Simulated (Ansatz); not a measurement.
Molecule: CH2BCl2, net charge 0, doublet state. It need not be the lowest isomer of its formula. 
Coordinates optimised at B3LYP-D3(BJ)/def2-TZVP (Ansatz, a program for electronic structure):
```
B
C 1 1.5136
H 2 1.0833 1 122.06
H 2 1.0833 3 115.89 1 180.00
Cl 1 1.7625 2 120.61 3 0.00
Cl 1 1.7625 2 120.61 3 -180.00
```
Charge 0, spin multiplicity 2.

Basis-set convergence of Hartree-Fock and CCSD(T) correlation energies (hartree) with Ansatz. Valence correlation only, unless marked. Open shells are spin-unrestricted. Spin-orbit coupling is left out. No relativistic terms.

```
basis            functions       E(HF)  E(corr, CCSD(T))
---------------  ---------  ----------  ----------------
aug-cc-pV(D+d)Z        128  -982.79894          -0.56123
aug-cc-pV(T+d)Z        248  (withheld)        (withheld)
```

Question: Some entries are withheld; supply them.

Answer: 
- aug-cc-pV(T+d)Z, E(HF): -982.83870
- aug-cc-pV(T+d)Z, E(corr, CCSD(T)): -0.70184
